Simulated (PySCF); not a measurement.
# Fractional electron number in Ag (silver, neutral)

The 5s alpha orbital of [Kr] 4d10 5s1 is emptied in steps (occupation f), with all orbitals relaxed, ending at [Kr] 4d10. Computed with PySCF 2.14 in aug-cc-pVTZ-PP with ECP28MDF, with scalar relativity through the core potential. The exact energy is a straight line in f; departures are measured from the line between the end points of the same method.

```json
{"f": "1", "PBE0 (eV)": "0.000", "r2SCAN (eV)": "0.000", "LC-wPBE (eV)": "0.000"}
{"f": "0.9", "PBE0 (eV)": "-0.210", "r2SCAN (eV)": "-0.259", "LC-wPBE (eV)": "-0.003"}
{"f": "0.7", "PBE0 (eV)": "-0.493", "r2SCAN (eV)": "-0.612", "LC-wPBE (eV)": "-0.005"}
{"f": "0.5", "PBE0 (eV)": "-0.590", "r2SCAN (eV)": "-0.733", "LC-wPBE (eV)": "-0.006"}
{"f": "0.3", "PBE0 (eV)": "-0.497", "r2SCAN (eV)": "-0.617", "LC-wPBE (eV)": "-0.006"}
{"f": "0.1", "PBE0 (eV)": "-0.214", "r2SCAN (eV)": "-0.265", "LC-wPBE (eV)": "-0.004"}
{"f": "0", "PBE0 (eV)": "0.000", "r2SCAN (eV)": "0.000", "LC-wPBE (eV)": "0.000"}
```

**Question.** For PBE0, how does the orbital energy at f = 1 compare with the removal energy?

**Answer.** −ε = 5.377 eV against a total-energy difference of 7.705 eV. By Janak's theorem ε = ∂E/∂f, so the gap between them reflects the curvature. Along the path −ε is 5.832 (f = 0.9), 6.753 (f = 0.7), 7.690 (f = 0.5), 8.642 (f = 0.3), 9.604 (f = 0.1) eV.

```json
{"method": "PBE0", "E(f=0) − E(f=1) (eV)": "7.705", "−ε at f=1 (eV)": "5.377", "−ε at f=0.5 (eV)": "7.690"}
{"method": "r2SCAN", "E(f=0) − E(f=1) (eV)": "7.906", "−ε at f=1 (eV)": "5.053", "−ε at f=0.5 (eV)": "7.900"}
{"method": "LC-wPBE", "E(f=0) − E(f=1) (eV)": "7.418", "−ε at f=1 (eV)": "7.389", "−ε at f=0.5 (eV)": "7.414"}
```

Reference removal energy between the ground levels: 7.576 eV (measured; NIST Atomic Spectra Database, ionization energies).
